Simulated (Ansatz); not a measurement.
Consider the substitution at a C–Si bond: `C[SiH](F)CN` + `[OH][GeH3]` → `NC[O][GeH3]` + `C[SiH2]F`.

Gas-phase electronic energies from Ansatz, PBE0-D4/def2-TZVP geometries. CCSD(T)/CBS adds triple-zeta CCSD(T) − MP2 to the extrapolated MP2 energy (def2 sets, frozen cores). Functionals use def2-TZVPP. For Ge outer-core shells are correlated without core-valence functions, which leaves a few kJ/mol of doubt a bond. Scalar relativity is left out up to krypton. Each species was taken in one conformer, which may not be the lowest.

```
             level  ΔE (kJ/mol)
           PBE0-D4         46.7
SCS-MP2/def2-TZVPP         42.7
```

(1) What does CCSD(T)/CBS give? (Best estimate.)

Largest T1 diagnostic among the species: 0.012.

Results:

(1) Ansatz gave: +47.8 kJ/mol. The listed levels differ from it by -1.1, -5.1 kJ/mol.

In def2-TZVPP, CCSD(T) changes the Hartree–Fock value by +10.8 kJ/mol (the triples alone add −0.1 kJ/mol) and MP2 by +15.1 kJ/mol. The D4 term adds +3.3 kJ/mol with B3LYP and +1.9 kJ/mol with PBE0; it sums over pairs of atoms, weighted by their polarisabilities, and B3LYP, whose exchange is more repulsive, gets the larger term.

B3LYP here is the variant with VWN-RPA as its local correlation; programs differ in this.
